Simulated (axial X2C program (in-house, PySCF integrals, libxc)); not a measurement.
# HI: computed against measured constants

Calculated with an axial X2C code built on PySCF integrals. Spin-free means the one-electron spin-free X2C Hamiltonian; two-component (2c) means X2C with spin–orbit coupling and atomic mean-field two-electron Coulomb and Gaunt terms, so the difference of the two also holds small scalar two-electron terms. Basis: I dyall-cv3z [11s12p8d4f1g], H dyall-v3z [6s2p1d] (cores contracted in-house); Gaussian nuclei, density fitting, unrestricted open shells. Masses: I 126.904 u, H 1.008 u.

```csv
Hamiltonian,level,Re (Å),ωe (cm⁻¹),ωexe (cm⁻¹),De (eV)
spin-free,PBE0,1.611,2336.7,33.9,3.37
spin-free,HF,1.598,2448.0,31.8,2.29
spin-free,MP2,1.603,2395.3,34.7,3.30
spin-free,CCSD,1.610,2338.5,37.9,3.34
spin-free,CCSD(T),1.612,2322.5,38.8,3.39
spin-free,r2SCAN,1.613,2316.3,34.9,3.42
2c,PBE0,1.615,2313.2,34.6,3.12
2c,HF,1.602,2427.6,32.3,1.99
2c,MP2,1.606,2376.3,35.3,3.03
2c,CCSD,1.613,2317.6,38.9,3.06
2c,CCSD(T),1.615,2301.7,39.8,3.11
2c,r2SCAN,1.616,2294.8,35.5,n/a
```

De refers to I + H.

Correlated methods: 8 electrons correlated (number of frozen shells: I 4 s, 3 p, 2 d; H none), 178 virtual spin orbitals or spinors in MP2, 86 natural virtuals in coupled cluster.

Measured (Huber and Herzberg, Constants of Diatomic Molecules, 1979; state 1Σ+): Re (Å) 1.60916, ωe (cm⁻¹) 2309.01, ωexe (cm⁻¹) 39.6435.

Question: Work out the error of each level, computed minus measured.

Answer: 

| Hamiltonian | level | Re (Å) | ωe (cm⁻¹) | ωexe (cm⁻¹) |
| --- | --- | --- | --- | --- |
| spin-free | PBE0 | 0.002 | 27.7 | -5.74 |
| spin-free | HF | -0.011 | 139.0 | -7.84 |
| spin-free | MP2 | -0.006 | 86.3 | -4.94 |
| spin-free | CCSD | 0.001 | 29.5 | -1.74 |
| spin-free | CCSD(T) | 0.003 | 13.5 | -0.84 |
| spin-free | r2SCAN | 0.004 | 7.3 | -4.74 |
| 2c | PBE0 | 0.006 | 4.2 | -5.04 |
| 2c | HF | -0.007 | 118.6 | -7.34 |
| 2c | MP2 | -0.003 | 67.3 | -4.34 |
| 2c | CCSD | 0.004 | 8.6 | -0.74 |
| 2c | CCSD(T) | 0.006 | -7.3 | 0.16 |
| 2c | r2SCAN | 0.007 | -14.2 | -4.14 |

Occupations by symmetry block were frozen at the best pattern of an incomplete PBE0 search. The closed shell is kept restricted, so the energy runs too high when the bond is stretched far. De is counted from the lowest determinant-based energies of the atoms at the same level, without counterpoise correction. De is not given where an atomic determinant may have missed its ground term or J level, or where the truncated virtual space spoils (T). Coupled cluster ran in a truncated set of natural virtual spinors; the MP2 energy of the rest was added. (T) has no such correction and the atoms are truncated less, which lowers De at CCSD(T) by a hundredth of an eV or more. Without a current term, density functionals place determinants with orbital angular momentum somewhat too high.
